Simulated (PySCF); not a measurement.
## Ga: ionisation energy

Ga [Ar] 3d10 4s2 4p1 (2P) → Ga⁺ [Ar] 3d10 4s2 (1S), as a difference of total energies. All numbers are calculated (PySCF 2.14, a scalar-relativistic core potential, in aug-cc-pVQZ-PP with ECP10MDF (7s6p5d3f2g, 89 functions)). Correlated levels: valence: 3s2 3p6 3d10 frozen. The calculations carry no spin-orbit coupling.

```
           method  ionisation energy (eV)  error (eV)
              UHF                   5.535      -0.396
    MP2 (valence)                   5.768      -0.163
SCS-MP2 (valence)                   5.752      -0.179
   CCSD (valence)                   5.815      -0.116
CCSD(T) (valence)                   5.842      -0.089
```

Reference: 5.931 eV (measured; NIST levels, between the centres of gravity of the two terms).

Errors of the correlated levels include the incompleteness of this basis and the frozen core.
